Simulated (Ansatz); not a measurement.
C$_{5}$BrMnO$_{5}$, SMILES `[O+]#[C][Mn-5]([Br])([C]#[O+])([C]#[O+])([C]#[O+])[C]#[O+]`. Total charge 0; spin multiplicity 1. Geometry: relaxed with PBE0-D4/def2-TZVP.

```xyz
12

O    -0.706    2.735    0.593
C    -0.428    1.657    0.359
Mn    0.013   -0.052   -0.011
Br    0.624   -2.419   -0.525
C     1.740    0.365   -0.569
O     2.793    0.592   -0.912
C    -0.565    0.032   -1.779
O    -0.909    0.057   -2.855
C     0.662   -0.405    1.698
O     1.061   -0.645    2.727
C    -1.644   -0.738    0.488
O    -2.641   -1.178    0.785
```

Question: What is the dipole moment at r2SCAN/def2-TZVPP? (Estimate.)

Answer: Ansatz gave: 2.83 D, with components (-0.69, 2.68, 0.58) D in this frame, pointing from negative to positive charge.

Question: And with PBE, B3LYP, ωB97M-V? (Estimate.)

Answer: The calculation gave: PBE 2.54 D, B3LYP 3.10 D, ωB97M-V 3.63 D.

Question: Give the Mulliken charges with r2SCAN, B3LYP, ωB97M-V in def2-TZVPP. (Best estimate.)

Answer: The calculation gave: 
| atom | r2SCAN | B3LYP | ωB97M-V |
| --- | --- | --- | --- |
| O1 | -0.08 | -0.04 | -0.05 |
| C2 | 0.20 | 0.13 | 0.19 |
| Mn3 | -0.34 | -0.22 | -0.50 |
| Br4 | -0.32 | -0.34 | -0.29 |
| C5 | 0.17 | 0.13 | 0.18 |
| O6 | -0.04 | -0.01 | -0.02 |
| C7 | 0.17 | 0.13 | 0.18 |
| O8 | -0.04 | -0.01 | -0.02 |
| C9 | 0.17 | 0.13 | 0.18 |
| O10 | -0.04 | -0.01 | -0.02 |
| C11 | 0.17 | 0.13 | 0.18 |
| O12 | -0.04 | -0.01 | -0.02 |

B3LYP here is the variant with VWN-RPA as its local correlation; programs differ in this.
